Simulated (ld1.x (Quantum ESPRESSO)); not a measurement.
Rh (Z = 45), ultrasoft: configuration errors across variants

```
Element                 : rhodium (Rh)
Generator               : ld1.x (Quantum ESPRESSO) 7.5
Type                    : ultrasoft
Functional              : BP86
Relativity              : non-relativistic
Frozen core             : [Ar] 3d10
Valence charge          : 17
Reference configuration : 4s2 4p6 4d9 5s0 5p0
Partial waves           : 4s (bound): rcut 1.30, rcutus 1.60 bohr; 5s (bound, empty): rcut 1.30, rcutus 1.60 bohr; 4p (bound): rcut 1.50, rcutus 1.85 bohr; 5p (bound, empty): rcut 1.50, rcutus 1.85 bohr; 4d (bound): rcut 1.95, rcutus 2.10 bohr; 4d channel at 0.4 Ry: rcut 1.95, rcutus 2.10 bohr
Local potential         : all-electron potential smoothed inside 1.65 bohr (lloc = -1)
Core correction         : Bessel-smoothed model core inside 1.35 bohr
Augmentation charge     : PSQ, inside the norm-conserving radii
```

All-electron excitation energies from the reference (eV): (1) 4s2 4p6 4d8 5s1 5p0 1.502; (2) 4s2 4p6 4d8 5s0 5p0 8.622; (3) 4s2 4p6 4d7 5s0 5p0 28.509; (4) 4s2 4p6 4d8 5s0.5 5p0 4.298; (5) 4s2 4p6 4d7 5s2 5p0 4.775; (6) 4s2 4p6 4d8.5 5s0.5 5p0 0.555; (7) 4s2 4p6 4d5 5s0 5p0 109.067.

The overlap operator is not positive definite (basis up to 400 Ry) in “base”, “all radii but the core radius scaled by about 1.05 (s 1.68, p 1.94, d 2.20 bohr, rcut 1.36/1.56/2.04); local potential all-electron potential smoothed inside 1.72 bohr (lloc = -1)”, “all radii but the core radius scaled by about 1.12 (s 1.80, p 2.08, d 2.36 bohr, rcut 1.46/1.68/2.18); local potential all-electron potential smoothed inside 1.86 bohr (lloc = -1)”, “all radii but the core radius scaled by about 1.20 (s 1.92, p 2.22, d 2.52 bohr, rcut 1.56/1.80/2.34); local potential all-electron potential smoothed inside 1.98 bohr (lloc = -1)”, “all radii but the core radius scaled by about 1.30 (s 2.08, p 2.40, d 2.72 bohr, rcut 1.68/1.94/2.52); local potential all-electron potential smoothed inside 2.14 bohr (lloc = -1)”. Such files are unfit for use, however small their errors in these radial tests.

Tests that are not counted but printed errors over 1 eV. “all radii but the core radius scaled by about 1.05 (s 1.68, p 1.94, d 2.20 bohr, rcut 1.36/1.56/2.04); local potential all-electron potential smoothed inside 1.72 bohr (lloc = -1)”: 4s2 4p6 4d5 5s0 5p0 (solver errors, printed error -1763 eV). “all radii but the core radius scaled by about 1.12 (s 1.80, p 2.08, d 2.36 bohr, rcut 1.46/1.68/2.18); local potential all-electron potential smoothed inside 1.86 bohr (lloc = -1)”: 4s2 4p6 4d7 5s0 5p0 (solver errors, printed error -2060 eV). “all radii but the core radius scaled by about 1.39 (s 2.22, p 2.56, d 2.92 bohr, rcut 1.80/2.08/2.70); local potential all-electron potential smoothed inside 2.28 bohr (lloc = -1)”: 4s2 4p6 4d8 5s1 5p0 (solver errors, printed error -2652 eV); 4s2 4p6 4d8 5s0 5p0 (solver errors, printed error -2523 eV).

1 further variants failed, have other tests or too few solved ones, and are left out.

Errors AE − PS in meV (a dash: test not solved or not reliable):

| change | (1) | (2) | (3) | (4) | (5) | (6) | (7) | bound ghosts |
| --- | --- | --- | --- | --- | --- | --- | --- | --- |
| base | +3.8 | -1.0 | +12 | +2.6 | +2.4 | +0.8 | -686 | not determined (overlap not positive) |
| all radii but the core radius scaled by about 0.83 (s 1.34, p 1.54, d 1.74 bohr, rcut 1.08/1.24/1.62); local potential all-electron potential smoothed inside 1.38 bohr (lloc = -1) | – | – | – | – | – | – | – | none |
| all radii but the core radius scaled by about 1.05 (s 1.68, p 1.94, d 2.20 bohr, rcut 1.36/1.56/2.04); local potential all-electron potential smoothed inside 1.72 bohr (lloc = -1) | -145 | -81 | -634 | -114 | -776 | -31 | – | not determined (overlap not positive) |
| all radii but the core radius scaled by about 1.12 (s 1.80, p 2.08, d 2.36 bohr, rcut 1.46/1.68/2.18); local potential all-electron potential smoothed inside 1.86 bohr (lloc = -1) | +29 | +2.7 | – | +17 | – | – | – | not determined (overlap not positive) |
| all radii but the core radius scaled by about 1.20 (s 1.92, p 2.22, d 2.52 bohr, rcut 1.56/1.80/2.34); local potential all-electron potential smoothed inside 1.98 bohr (lloc = -1) | – | – | – | – | – | – | – | not determined (overlap not positive) |
| all radii but the core radius scaled by about 1.30 (s 2.08, p 2.40, d 2.72 bohr, rcut 1.68/1.94/2.52); local potential all-electron potential smoothed inside 2.14 bohr (lloc = -1) | – | – | – | – | – | – | – | not determined (overlap not positive) |
| all radii but the core radius scaled by about 1.39 (s 2.22, p 2.56, d 2.92 bohr, rcut 1.80/2.08/2.70); local potential all-electron potential smoothed inside 2.28 bohr (lloc = -1) | – | – | – | – | – | – | – | none |

(1) Give the same row for: all radii but the core radius scaled by about 0.74 (s 1.18, p 1.38, d 1.56 bohr, rcut 0.96/1.12/1.44); local potential all-electron potential smoothed inside 1.22 bohr (lloc = -1).

Answers

(1) +1.6, +0.4, +0.9, +1.0, +8.7, +0.3, –; bound ghosts: none.
